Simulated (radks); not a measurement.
The numbers below are computed, except where a source is named.
Q: Successive ionisation energies (eV) of one element, from differences of total energies of ions in their ground configurations, starting at charge 22: 677.55, 715.96, 860.60, 900.05, 939.86, 979.98, 1053.0, 1095.0, 1201.0, 1243.2, 2133.7, 2229.3, 2326.5, 2425.2, 2525.3, 2626.9, 2758.5, 2864.4, 2971.6, 3080.1, 3377.7, 3473.4. Code: a radial shooting solver on a logarithmic mesh with Libxc functionals. Model: Dirac Kohn-Sham, BLYP, spin-unpolarised, spherical densities, finite nucleus; open shells fill j = l - 1/2 first; Fermi nuclear charge, rms radius 4.9123 fm. Which element is it?

A: Neodymium (Z = 60). The first species listed is Nd22+ in [Kr] 4d2, the last Nd43+ in [Ne] 3s2 3p5.
